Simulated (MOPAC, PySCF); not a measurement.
H$_{7}$NSi$_{2}$, SMILES `[SiH3]N[SiH3]`, neutral singlet in the gas phase. 

Z-matrix (Å, degrees):
```
N
H 1 1.0111
Si 1 1.7260 2 115.55
Si 1 1.7260 2 115.55 3 -176.38
H 4 1.4837 1 107.30 2 -173.21
H 3 1.4837 1 107.30 2 173.21
H 3 1.4883 6 109.89 1 120.55
H 4 1.4883 5 109.89 1 -120.55
H 3 1.4898 6 108.99 7 117.29
H 4 1.4898 5 108.99 8 -117.29
```
Charge 0, spin multiplicity 1.

All levels are single points at this geometry (PBE0-D3(BJ)/def2-TZVPD); Pople sets use spherical d functions. Orbital energies aren't observables, and empty levels follow the basis.

B3LYP/6-31G* in PySCF gives dipole (D) = 0.93.

Question: Estimate the dipole (D) from each of these levels: PBE0-D3(BJ)/def2-TZVPD in PySCF; ωB97X-D3(BJ)/def2-TZVPD in PySCF; B3LYP/6-311+G** in PySCF; B3LYP/LANL2DZ in PySCF; M06-2X/6-31G* in PySCF; PBE/6-31G* in PySCF; SVWN5/6-31G* in PySCF; HF/3-21G in PySCF; HF/6-31G* in PySCF; AM1 in MOPAC; PM6 in MOPAC; PM7 in MOPAC.

Answer: 
```
level                             dipole (D)
--------------------------------  ----------
PBE0-D3(BJ)/def2-TZVPD in PySCF         0.89
ωB97X-D3(BJ)/def2-TZVPD in PySCF        0.90
B3LYP/6-311+G** in PySCF                0.80
B3LYP/LANL2DZ in PySCF                  0.67
M06-2X/6-31G* in PySCF                  0.91
PBE/6-31G* in PySCF                     0.93
SVWN5/6-31G* in PySCF                   0.93
HF/3-21G in PySCF                       0.86
HF/6-31G* in PySCF                      0.96
AM1 in MOPAC                            0.50
PM6 in MOPAC                            1.22
PM7 in MOPAC                            0.43
```
